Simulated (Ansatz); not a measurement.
`CC(C)[O][Sn][Cl]` and `CC(C)[O][Cd][OH]` differ in one atom or group.

Ansatz, PBE0-D4/def2-TZVP geometries, multiplicity 1. Each molecule was computed in one conformer, which needn't be the lowest.

Elements past krypton have def2 core potentials.

```
                                          property  `CC(C)[O][Sn][Cl]`
size of the dipole moment (ωB97M-V/def2-TZVPP) / D                1.86
              HOMO–LUMO gap (PBE0/def2-TZVPP) / eV                5.19
                LUMO energy (PBE0/def2-TZVPP) / eV               -2.45
                HOMO energy (PBE0/def2-TZVPP) / eV               -7.63
                 HOMO energy (PBE/def2-TZVPP) / eV               -6.35
             HOMO–LUMO gap (B3LYP/def2-TZVPP) / eV                4.77
```

Q: What does the change do to each property? (An estimate is asked.)

A: The calculation gave: 
| property | `CC(C)[O][Cd][OH]` | shift |
| --- | --- | --- |
| size of the dipole moment (ωB97M-V/def2-TZVPP) / D | 1.81 | -0.05 |
| HOMO–LUMO gap (PBE0/def2-TZVPP) / eV | 5.94 | 0.75 |
| LUMO energy (PBE0/def2-TZVPP) / eV | -1.27 | 1.18 |
| HOMO energy (PBE0/def2-TZVPP) / eV | -7.21 | 0.42 |
| HOMO energy (PBE/def2-TZVPP) / eV | -5.75 | 0.60 |
| HOMO–LUMO gap (B3LYP/def2-TZVPP) / eV | 5.41 | 0.64 |

With PBE0 the HOMO rises by 0.42 eV and the LUMO rises by 1.18 eV, so the gap widens by about 0.76 eV. PBE moves the HOMO by 0.60 eV and ωB97M-V by 0.21 eV. Dipoles are sizes alone; their direction can turn.

B3LYP here is the variant with VWN-RPA as its local correlation; programs differ in this.
